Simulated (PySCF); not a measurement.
Job file and geometry (Å, from GFN2-xTB) of an NMR shielding run on SMILES O=Cc1ccnnn1, C₄H₃N₃O, GIAO PBE0/pcSseg-1 NMR shielding, non-relativistic, gas phase (PySCF 2.14.0, density-fitted response routines); density fitting, a coarse starting grid and PySCF grid level 2 are the driver's defaults:

```
$ OMP_NUM_THREADS=1 python probes_run.py task.json out

{"job": {"kind": "nmr", "xc": "PBE0", "basis": "pcSseg-1"}, "charge": 0, "multiplicity": 1}
O      2.448386    -1.238962     0.066073
C      2.010651    -0.127565    -0.044007
C      0.559490     0.192679    -0.039071
C     -0.421720    -0.789336     0.097425
C     -1.725642    -0.309961     0.080118
N     -1.975674     0.984658    -0.057258
N     -1.009627     1.832505    -0.178082
N      0.225623     1.477713    -0.172822
H      2.647371     0.765209    -0.160116
H     -0.164143    -1.830901     0.206974
H     -2.589290    -0.953369     0.174800
```

Question: What does the program print?

Answer: 
```
coarse grid: 10480 points
cycle   1  E = -392.9522694095  dE =  1.713e+00  |g| = 7.887e-01  |ddm| = 3.485e+00
cycle   2  E = -392.5501375067  dE =  4.021e-01  |g| = 1.620e+00  |ddm| = 2.822e+00
cycle   3  E = -393.0713034868  dE = -5.212e-01  |g| = 1.279e-01  |ddm| = 2.216e+00
cycle   4  E = -393.0731029630  dE = -1.799e-03  |g| = 8.888e-02  |ddm| = 1.913e-01
cycle   5  E = -393.0747455154  dE = -1.643e-03  |g| = 2.519e-02  |ddm| = 8.874e-02
cycle   6  E = -393.0748635658  dE = -1.181e-04  |g| = 9.533e-03  |ddm| = 2.503e-02
cycle   7  E = -393.0748815555  dE = -1.799e-05  |g| = 1.981e-03  |ddm| = 7.874e-03
cycle   8  E = -393.0748822793  dE = -7.237e-07  |g| = 7.483e-04  |ddm| = 2.938e-03
final grid: 105136 points
cycle   9  E = -393.1285809713  dE = -1.423e-05  |g| = 1.062e-02  |ddm| = 3.324e-02
cycle  10  E = -393.1285191310  dE =  6.184e-05  |g| = 2.111e-02  |ddm| = 2.763e-02
cycle  11  E = -393.1286022204  dE = -8.309e-05  |g| = 1.687e-03  |ddm| = 1.942e-02
cycle  12  E = -393.1286028080  dE = -5.876e-07  |g| = 4.265e-04  |ddm| = 1.722e-03
cycle  13  E = -393.1286028460  dE = -3.801e-08  |g| = 1.761e-04  |ddm| = 5.346e-04
cycle  14  E = -393.1286028527  dE = -6.705e-09  |g| = 5.895e-05  |ddm| = 1.919e-04
cycle  15  E = -393.1286028535  dE = -7.506e-10  |g| = 1.196e-05  |ddm| = 5.628e-05
converged SCF energy = -393.1286028535

GIAO shielding tensors (ppm)
atom      isotropic    diamagn.    paramagn.     s11        s22        s33       span
  0 O     -391.209     399.328    -790.537  -1087.569   -487.063    401.004   1488.573
  1 C      -15.402     243.719    -259.121   -105.965    -22.480     82.239    188.203
  2 C       34.467     257.803    -223.336    -97.370     42.783    157.988    255.359
  3 C       67.657     256.431    -188.774    -44.634     50.128    197.477    242.110
  4 C       31.034     250.024    -218.990   -106.310     41.571    157.840    264.150
  5 N     -194.169     323.762    -517.932   -609.983   -228.871    256.346    866.328
  6 N     -272.959     310.719    -583.678   -774.860   -247.775    203.758    978.618
  7 N     -175.738     325.847    -501.586   -573.300   -198.538    244.623    817.923
  8 H       21.014      26.551      -5.536     19.563     21.589     21.890      2.326
  9 H       23.831      32.338      -8.507     20.337     23.281     27.876      7.539
 10 H       21.970      28.995      -7.025     18.475     19.177     28.258      9.783
```

Question: Turn these shieldings into chemical shifts. Shifts are taken against calculated references (same method and geometry level): H2O for ¹⁷O (336.08 ppm); ¹³C (186.93 ppm) and ¹H (31.72 ppm) vs TMS; ¹⁵N (267.73 ppm) against NH3.

Answer: Averaging equivalent atoms: O 0: 727.3; C 1: 202.3; C 4: 155.9; C 2: 152.5; C 3: 119.3; N 6: 540.7; N 5: 461.9; N 7: 443.5; H 8: 10.70; H 10: 9.75; H 9: 7.89 ppm. Unscaled 17O shifts of doubly bonded oxygen tend to come out too high, by tens of ppm or more. Experimental scales use liquid or dissolved standards, which lie at an offset from isolated NH3 (liquid NH3: subtract about 20 ppm) and H2O (liquid H2O: subtract about 36 ppm). Unscaled 15N shifts of sp2 nitrogen come out 20 to 40 ppm too high even then.

Size and cost of the density-fitted run: 151 basis functions, 21 s wall time on 1 thread of an Arm Neoverse V1, shared host; peak memory 0.7 GiB.
